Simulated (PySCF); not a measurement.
# Which orbitals make which state

Species: C3H8F2SSi2.
SMILES: `F[C@@H]1[C@H]([SiH3])CS[Si@H]1F`

Theory: TDDFT PBE0/def2-SVPD, vertical, gas phase, core orbitals frozen in the response (PySCF 2.14.0, density-fitted response routines). Isolated species at its GFN2-xTB geometry (one conformer only).

Orbital energies (eV): HOMO-3 -9.83, HOMO-2 -8.77, HOMO-1 -8.43, HOMO -7.42, LUMO -0.47, LUMO+1 0.07, LUMO+2 0.28.

Task: Among the lowest singlets, which states do these configurations lead, and at what energies: HOMO-1→LUMO+1, HOMO-2→LUMO, HOMO→LUMO+2, HOMO-1→LUMO, HOMO→LUMO, HOMO→LUMO+1?

Result: 

| state | leading configuration | weight | Δε (eV) | E (eV) | E − Δε (eV) | f | other configurations |
| --- | --- | --- | --- | --- | --- | --- | --- |
| S1 | HOMO→LUMO | 0.90 | 6.94 | 5.57 | -1.38 | 0.0044 | – |
| S2 | HOMO→LUMO+1 | 0.86 | 7.49 | 6.18 | -1.31 | 0.0097 | – |
| S3 | HOMO→LUMO+2 | 0.74 | 7.69 | 6.49 | -1.21 | 0.033 | H→L+3 (15%) |
| S4 | HOMO-1→LUMO | 0.86 | 7.96 | 6.71 | -1.25 | 0.020 | – |
| S6 | HOMO-2→LUMO | 0.88 | 8.30 | 7.10 | -1.20 | 0.032 | – |
| S8 | HOMO-1→LUMO+1 | 0.78 | 8.50 | 7.26 | -1.24 | 0.023 | – |

E − Δε runs from -1.38 to -1.20 eV. Among themselves, these states come in the order of their orbital differences. Δε is the difference of the two orbital energies.

H and L stand for HOMO and LUMO. The other states: S5 6.94 eV, f 0.016, H→L+3 (61%), H→L+2 (20%); S7 7.16 eV, f 0.032, H→L+4 (66%), H→L+6 (9%).

Task: Pair triplets and singlets of the same leading configuration (75% or more in both) and give the splittings.

Result: 

```json
{"configuration": "HOMO→LUMO", "triplet": "T1", "E(T) (eV)": "5.12", "singlet": "S1", "E(S) (eV)": "5.57", "E(S) − E(T) (eV)": "+0.45"}
```

The 3 triplets are Tamm–Dancoff values, the singlets full response.

Summed over the main configurations (up to three a state, each over 8%) of all 8 singlets, the electron leaves HOMO with weight 4.22, HOMO-1 with weight 1.64 and HOMO-2 with weight 0.88.
